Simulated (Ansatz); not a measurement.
`C[SiH2]CBr` + `CNC` → `C[SiH2]N(C)C` + `CBr`  (ligand exchange at the Si–C bond)

Program: Ansatz. Geometries: PBE0-D4/def2-TZVP. ΔE: electronic, gas phase. CCSD(T)/CBS adds triple-zeta CCSD(T) − MP2 to the extrapolated MP2 energy (def2 sets, frozen cores). Functionals use def2-TZVPP. HSE06 is defined as in plane-wave codes. For Br outer-core shells are correlated without core-valence functions, which leaves a few kJ/mol of doubt a bond. Scalar relativity is left out up to krypton. Each species was taken in one conformer, which may not be the lowest.

```
        level  ΔE (kJ/mol)  difference from CCSD(T)/CBS
       PBE-D4        -45.1                          3.4
       B97M-V        -51.3                         -2.8
   r2SCANh-D4        -49.6                         -1.1
     HSE06-D4        -46.8                          1.7
 CAM-B3LYP-D4        -54.0                         -5.5
       revPBE        -40.3                          8.2
        HSE06        -44.8                          3.7
      LC-ωPBE        -47.9                          0.6
 MP2/def2-SVP        -51.2                         -2.7
HF/def2-TZVPP        -53.1                         -4.6
  CCSD(T)/CBS        -48.5                            0
```

Largest T1 diagnostic among the species: 0.010.

The D4 term adds −3.6 kJ/mol with B3LYP and −2.2 kJ/mol with PBE0; it sums over pairs of atoms, weighted by their polarisabilities, and B3LYP, whose exchange is more repulsive, gets the larger term. From BLYP to BHLYP (50 % exact exchange), in def2-TZVPP and without D4, ΔE moves by −5.4 kJ/mol. Leaving LDA and LC-ωPBE aside and taking each functional with its dispersion term where it has one, the values spread over 8.9 kJ/mol, from CAM-B3LYP-D4 to PBE-D4. LDA lies −5.6 kJ/mol from PBE without D4.

B3LYP here is the variant with VWN-RPA as its local correlation; programs differ in this.
